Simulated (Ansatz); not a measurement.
`O=C[BH][GeH3]` + `ClC1O[SiH2]O1` → `[GeH3][CH]1O[SiH2]O1` + `O=CBCl`  (redistribution)

Program: Ansatz. Geometries: PBE0-D4/def2-TZVP. ΔE: electronic, gas phase. CCSD(T)/CBS adds triple-zeta CCSD(T) − MP2 to the extrapolated MP2 energy (def2 sets, frozen cores). Functionals use def2-TZVPP. For Ge outer-core shells are correlated without core-valence functions, which leaves a few kJ/mol of doubt a bond. Scalar relativity is left out up to krypton. Each species was taken in one conformer, which may not be the lowest.

```tsv
level	ΔE (eV)
PBE	-0.85
SCS-MP2/def2-TZVPP	-1.17
SCS-MP2/def2-QZVPP	-1.16
MP2/CBS(def2)	-1.12
```

(1) What does CCSD(T)/CBS give? (Best estimate.)

Largest T1 diagnostic among the species: 0.018.

## Answers

(1) Ansatz gave: -1.08 eV. The listed levels differ from it by 0.23, -0.09, -0.08, -0.04 eV.

In def2-TZVPP, CCSD(T) changes the Hartree–Fock value by +0.16 eV (the triples alone add +0.05 eV) and MP2 by +0.12 eV. From PBE to PBE0 (25 % exact exchange), in def2-TZVPP and without D4, ΔE moves by −0.11 eV.
